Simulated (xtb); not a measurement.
C2H3O (SMILES C[C]=O), doublet, from a rough starting geometry; GFN2-xTB run with xtb.

The xtb input:
```
$ xtb mol.xyz --gfn 2 --uhf 1 --opt vtight --json

# file mol.xyz
6

C     -0.43211929    -0.28276293     0.04915722
C      0.59436501     0.91283223     0.03585545
H      0.09702958    -1.25590781     0.02498187
H     -0.97501235    -0.16236807     0.92916363
H     -1.02459298    -0.13384176    -0.88593174
O      1.80099125     0.81898344    -0.00206677
```

The log (banner, timings and long lists left out):

```
   ID    Z sym.   atoms
    1    6 C      1, 2
    2    1 H      3-5
    3    8 O      6

           -------------------------------------------------
          |                Calculation Setup                |
           -------------------------------------------------

           -------------------------------------------------
          |                 G F N 2 - x T B                 |
           -------------------------------------------------

          ...................................................
          :                      SETUP                      :
          :.................................................:
          :  # basis functions                  15          :
          :  # atomic orbitals                  15          :
          :  # shells                            9          :
          :  # electrons                        17          :
          :  max. iterations                   250          :
          :  Hamiltonian                  GFN2-xTB          :
          :  restarted?                      false          :
          :  GBSA solvation                  false          :
          :  PC potential                    false          :
          :  electronic temp.          300.0000000     K    :
          :  accuracy                    1.0000000          :
          :  -> integral cutoff          0.2500000E+02      :
          :  -> integral neglect         0.1000000E-07      :
          :  -> SCF convergence          0.1000000E-05 Eh   :
          :  -> wf. convergence          0.1000000E-03 e    :
          :  Broyden damping             0.4000000          :
          :  net charge                          0          :
          :  unpaired electrons                  1          :
          ...................................................

 iter      E             dE          RMSdq      gap      omega  full diag
   1     -9.8569284 -0.985693E+01  0.513E+00    1.86       0.0  T
   2     -9.8643274 -0.739901E-02  0.279E+00    1.73       1.0  T
   3     -9.8584948  0.583253E-02  0.188E+00    1.77       1.0  T
   4     -9.8680993 -0.960442E-02  0.189E-01    1.70       1.0  T
   5     -9.8680965  0.274111E-05  0.111E-01    1.72       1.0  T
   6     -9.8681617 -0.651509E-04  0.438E-02    1.71       1.0  T
   7     -9.8681628 -0.113938E-05  0.359E-02    1.71       1.1  T
   8     -9.8681711 -0.826709E-05  0.169E-03    1.71      24.1  T
   9     -9.8681711  0.315220E-07  0.254E-03    1.71      16.1  T
  10     -9.8681711 -0.420231E-07  0.126E-04    1.71     324.5  T
  11     -9.8681711 -0.250466E-12  0.579E-05    1.71     705.2  T

   *** convergence criteria satisfied after 11 iterations ***

         :::::::::::::::::::::::::::::::::::::::::::::::::::::
         ::                     SUMMARY                     ::
         :::::::::::::::::::::::::::::::::::::::::::::::::::::
         :: total energy              -9.769230071941 Eh    ::
         :: gradient norm              0.097030801519 Eh/a0 ::
         :: HOMO-LUMO gap              1.714947828634 eV    ::
         ::.................................................::
         :: SCC energy                -9.868171018726 Eh    ::
         :: -> isotropic ES            0.013557116314 Eh    ::
         :: -> anisotropic ES          0.000264104258 Eh    ::
         :: -> anisotropic XC          0.004360492475 Eh    ::
         :: -> dispersion             -0.001637030642 Eh    ::
         :: repulsion energy           0.098940946786 Eh    ::
         :: add. restraining           0.000000000000 Eh    ::
         :: total charge              -0.000000000000 e     ::
         :::::::::::::::::::::::::::::::::::::::::::::::::::::

      -----------------------------------------------------------
     |                   =====================                   |
     |                        A N C O P T                        |
     |                   =====================                   |
[...]
 * total energy  :    -9.7692301 Eh     change       -0.1909051E-10 Eh
 * total energy  :    -9.7760029 Eh     change       -0.6772800E-02 Eh
 * total energy  :    -9.7772248 Eh     change       -0.1221962E-02 Eh
 * total energy  :    -9.7773166 Eh     change       -0.9176434E-04 Eh
 * total energy  :    -9.7773226 Eh     change       -0.6026375E-05 Eh
 * total energy  :    -9.7773234 Eh     change       -0.7287805E-06 Eh
 * total energy  :    -9.7773235 Eh     change       -0.1706322E-06 Eh
 * total energy  :    -9.7773236 Eh     change       -0.3651684E-07 Eh
   *** GEOMETRY OPTIMIZATION CONVERGED AFTER 8 ITERATIONS ***
         :: total energy              -9.777323559981 Eh    ::
[...]
         :: total charge               0.000000000000 e     ::
         :::::::::::::::::::::::::::::::::::::::::::::::::::::

           -------------------------------------------------
          |                Property Printout                |
           -------------------------------------------------

    * Orbital Energies and Occupations

         #    Occupation            Energy/Eh            Energy/eV
      -------------------------------------------------------------
         1        2.0000           -0.7274210             -19.7941
         2        2.0000           -0.6416684             -17.4607
         3        2.0000           -0.5892136             -16.0333
         4        2.0000           -0.5520510             -15.0221
         5        2.0000           -0.5495697             -14.9546
         6        2.0000           -0.5193778             -14.1330
         7        2.0000           -0.4952426             -13.4762
         8        2.0000           -0.4795384             -13.0489
         9        1.0000           -0.3043249              -8.2811 (HOMO)
        10                         -0.2515241              -6.8443 (LUMO)
        11                          0.1391371               3.7861
        12                          0.1686681               4.5897
        13                          0.1954276               5.3179
        14                          0.1963195               5.3421
        15                          0.6709825              18.2584
      -------------------------------------------------------------
                  HL-Gap            0.0528008 Eh            1.4368 eV
             Fermi-level           -0.3349281 Eh           -9.1139 eV

     #   Z          covCN         q      C6AA      α(0)
     1   6 C        3.752    -0.116    22.783     6.807
     2   6 C        1.834     0.132    27.929     8.538
     3   1 H        0.924     0.069     2.097     2.264
     4   1 H        0.925     0.082     1.956     2.187
     5   1 H        0.925     0.083     1.950     2.184
     6   8 O        0.856    -0.250    18.903     5.829

 Mol. C6AA /au·bohr⁶  :        345.569652
 Mol. C8AA /au·bohr⁸  :       7762.846911
 Mol. α(0) /au        :         27.808776

Wiberg/Mayer (AO) data.
largest (>0.10) Wiberg bond orders for each atom

 ---------------------------------------------------------------------------
     #   Z sym  total        # sym  WBO       # sym  WBO       # sym  WBO
 ---------------------------------------------------------------------------
     1   6 C    3.987 --     2 C    1.067     3 H    0.955     4 H    0.954
                             5 H    0.952
     2   6 C    3.295 --     6 O    2.169     1 C    1.067
     3   1 H    0.994 --     1 C    0.955
     4   1 H    0.993 --     1 C    0.954
     5   1 H    0.993 --     1 C    0.952
     6   8 O    2.284 --     2 C    2.169
 ---------------------------------------------------------------------------

Topologies differ in total number of bonds
Writing topology from bond orders to xtbtopo.mol

molecular dipole:
                 x           y           z       tot (Debye)
 q only:       -0.920      -0.348       0.013
   full:       -0.981      -0.534       0.010       2.839
molecular quadrupole (traceless):
                xx          xy          yy          xz          yz          zz
 q only:       -2.403      -1.668       0.892      -0.005       0.003       1.511
  q+dip:       -2.679      -2.237       0.625      -0.000      -0.013       2.053
   full:       -3.349      -2.270       0.475       0.035      -0.031       2.874

optimized geometry written to: xtbopt.xyz

           -------------------------------------------------
          | TOTAL ENERGY               -9.777323559981 Eh   |
          | GRADIENT NORM               0.000042407377 Eh/α |
          | HOMO-LUMO GAP               1.436783041160 eV   |
           -------------------------------------------------

normal termination of xtb
```
